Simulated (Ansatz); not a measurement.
One change: `[F][Ga]([F])[SH]` becomes `[F][Ga]([F])[SiH3]`.

Ansatz, PBE0-D4/def2-TZVP geometries, multiplicity 1. Each molecule was computed in one conformer, which needn't be the lowest.

Scalar relativity is left out up to krypton.

| property | `[F][Ga]([F])[SH]` |
| --- | --- |
| size of the dipole moment (ωB97M-V/def2-TZVPP) / D | 2.21 |
| HOMO–LUMO gap (B3LYP/def2-TZVPP) / eV | 6.34 |
| HOMO energy (B3LYP/def2-TZVPP) / eV | -8.37 |
| size of the dipole moment (PBE/def2-TZVPP) / D | 2.18 |
| HOMO energy (PBE/def2-TZVPP) / eV | -7.34 |
| LUMO energy (B3LYP/def2-TZVPP) / eV | -2.03 |

(1) What does the change do to each property? (An estimate is asked.)

Results:

(1) Ansatz gave: 
```
                                          property  `[F][Ga]([F])[SiH3]`  shift
size of the dipole moment (ωB97M-V/def2-TZVPP) / D                  3.59   1.38
             HOMO–LUMO gap (B3LYP/def2-TZVPP) / eV                  6.87   0.53
               HOMO energy (B3LYP/def2-TZVPP) / eV                 -8.88  -0.51
    size of the dipole moment (PBE/def2-TZVPP) / D                  3.43   1.25
                 HOMO energy (PBE/def2-TZVPP) / eV                 -7.79  -0.45
               LUMO energy (B3LYP/def2-TZVPP) / eV                 -2.01   0.02
```

With PBE0 the HOMO falls by 0.46 eV and the LUMO falls by 0.10 eV, so the gap widens by about 0.36 eV. PBE moves the HOMO by -0.45 eV and ωB97M-V by -0.36 eV. Dipoles are sizes alone; their direction can turn.

B3LYP here is the variant with VWN-RPA as its local correlation; programs differ in this.
